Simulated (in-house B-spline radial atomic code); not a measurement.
A radial electron density 4πr²n(r) was computed for an atom or ion in its tabulated ground configuration with an all-electron radial atomic-structure program (B-spline basis); method: non-relativistic Hartree-Fock, spin-polarised, averaged over the determinants with the given up and down occupations. Columns: r (bohr), 4πr²n(r) (electrons per bohr), bar.

```
  0.0207  0.06572 #
  0.0244  0.08931 #
  0.0287   0.1204 ##
  0.0337   0.1612 ###
  0.0396   0.2149 ###
  0.0466   0.2854 ####
  0.0548    0.376 ######
  0.0645   0.4918 ########
  0.0758   0.6354 ##########
  0.0891   0.8119 #############
   0.105    1.027 ################
   0.123    1.269 ####################
   0.145    1.552 ########################
    0.17    1.846 #############################
     0.2    2.151 #################################
   0.236     2.44 ######################################
   0.277    2.668 #########################################
   0.326     2.81 ############################################
   0.383    2.831 ############################################
   0.451    2.708 ##########################################
    0.53    2.442 ######################################
   0.623    2.057 ################################
   0.733    1.598 #########################
   0.862    1.135 ##################
    1.01   0.7393 ###########
    1.19   0.4361 #######
     1.4   0.2582 ####
    1.65   0.1875 ###
    1.94   0.1907 ###
    2.28   0.2265 ####
    2.68   0.2617 ####
    3.15   0.2737 ####
    3.71   0.2524 ####
    4.36   0.2024 ###
    5.13   0.1383 ##
    6.03  0.07905 #
    7.09  0.03668 #
    8.34  0.01333 
     9.8 0.003689 
    11.5 0.0007485 
    13.6 9.399e-05
```

Q: Which atom or ion is it?
A. Li
B. C+
C. Be
D. H

A: A. The area under the curve, ∫4πr²n dr = ∫r·4πr²n d(ln r) on this logarithmic grid, is 3 electrons, which only this option has. The configuration is [He] 2s1.
